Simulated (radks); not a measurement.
Results of a calculation; reference values are marked as such.
Task: These are the eigenvalues of the occupied orbitals of an atom or ion with whole-number occupations (hartree). Code: a radial shooting solver on a logarithmic mesh with Libxc functionals. Model: scalar-relativistic Kohn-Sham, PBE, spin-polarised, spherical densities, point nucleus.

| orbital | eigenvalue |
|---|---|
| 1s up | -427.9842 |
| 1s down | -427.2772 |
| 2s up | -90.91178 |
| 2s down | -89.66231 |
| 2p up | -86.38508 |

Which element is it, and in what charge state? The configuration may be excited. Open shells, if any, are filled with parallel spins first.

Result: Z = 31, gallium, charge +24: Ga24+ in [He] 2s2 2p3. The list shows which subshells hold electrons but not how many an open one holds; the 1s level, -427.98 hartree, gives Z - s = 29.3 by -(Z - s)^2/2, which with screening and relativity narrows Z to a few neighbours, and the depths of the outer levels then fix element, charge and occupations together.
